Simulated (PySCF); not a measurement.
Gas-phase reaction: Cu2 + 2 HI ⇌ 2 CuI + 2 H, at 600 K and a standard pressure of 1 bar. Level: B3LYP/def2-TZVP†.

Computed with PySCF and rigid-rotor harmonic-oscillator thermochemistry at 1 bar. † marks an energy on the PBE0/def2-TZVP geometry and frequencies. Open shells (unrestricted): H (multiplicity 2); the rest are closed-shell singlets. B3LYP is the form with VWN-RPA correlation. I: scalar-relativistic def2 core potential, no spin-orbit coupling. Cu: all electrons, no relativistic terms. The harmonic model lacks anharmonicity and excited electronic states, which grow with temperature; levels with a mode under 35 cm⁻¹ are left out.

| species | E (Ha) | H(600 K) − E (kJ/mol) | S°(600 K) (J/mol/K) |
|---|---|---|---|
| Cu2 | -3281.15055 | 22.6 | 268.4 |
| HI | -298.40521 | 31.6 | 227.0 |
| CuI | -1938.42249 | 22.6 | 282.0 |
| H | -0.50218 | 12.5 | 129.3 |
E: electronic energy; H − E holds the zero-point and thermal terms. 1 Ha = 2625.5 kJ/mol.

Work out ΔH°, ΔS°, ΔG° and log10 K from these numbers.

1. ΔE = 2×(-1938.42249) + 2×(-0.50218) − 1×(-3281.15055) − 2×(-298.40521) = 0.11163 Ha = 293.1 kJ.
2. Δ(H − E) = 2×(22.6) + 2×(12.5) − 1×(22.6) − 2×(31.6) = -15.6 kJ, so ΔH° = 277.5 kJ.
3. ΔS° = 2×(282.0) + 2×(129.3) − 1×(268.4) − 2×(227.0) = 100.2 J/K; the number of gas molecules changes by +1.
4. ΔG° = ΔH° − TΔS° = 277.5 − 600×(100.2)/1000 = 217.4 kJ.
5. log10 K = −ΔG°/(RT ln 10) = -18.92, with RT ln 10 = 11.49 kJ/mol; at standard pressures the reactants are favoured.
6. A shift of 10 kJ in ΔE would move log10 K by 0.87 here.
For scale, ΔH°(298 K) is 272 kJ at this level, 228 kJ at ωB97M-V/def2-TZVP†, and runs from 70 to 413 kJ over the 18 levels computed.
